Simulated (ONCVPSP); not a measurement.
**Reading a pseudo-wave (copper)**

Columns: radius, all-electron u(r) and pseudo u(r) of the 3s shell (level -160.16 eV) of copper in the configuration [Ne] 3s2 3p6 3d8; LDA (Perdew-Zunger), scalar-relativistic, ONCV scheme, ONCVPSP 4.0.1.

```csv
r (bohr),all-electron,pseudo
0.060,0.1048,0.0895
0.120,-0.5740,0.1944
0.180,-0.6880,0.3249
0.240,-0.3759,0.4827
0.300,0.0944,0.6604
0.360,0.5479,0.8426
0.420,0.9052,1.0109
0.480,1.1460,1.1475
0.540,1.2799,1.2400
0.600,1.3280,1.2833
0.660,1.3123,1.2785
0.720,1.2539,1.2336
0.780,1.1688,1.1589
0.840,1.0695,1.0656
0.900,0.9647,0.9635
0.960,0.8602,0.8599
1.020,0.7601,0.7599
1.080,0.6666,0.6665
1.140,0.5809,0.5808
1.200,0.5036,0.5035
1.260,0.4346,0.4345
1.320,0.3736,0.3735
1.380,0.3201,0.3200
1.440,0.2734,0.2733
1.500,0.2329,0.2328
1.560,0.1980,0.1979
```

Task: How many radial nodes do the two functions have?

Result: The all-electron 3s function has n − l − 1 = 2; the pseudo-wave has 0, since the states of the same l below it are removed with the core.

Task: At about which radius was the pseudo-wave matched?

Result: 1.05 bohr. The columns agree to 0.0005 from 0.96 bohr on; several derivatives are matched, so the curves merge somewhat inside the radius.

Task: Where does each function peak?

Result: Outermost all-electron maximum near 0.60 bohr, pseudo maximum near 0.60 bohr (to the table’s step).

Task: Is the pseudo-wave norm-conserving?

Result: Yes: the ONCV scheme keeps the norm inside the radius equal to the all-electron one, which fixes the energy derivative of the logarithmic derivative at the level.
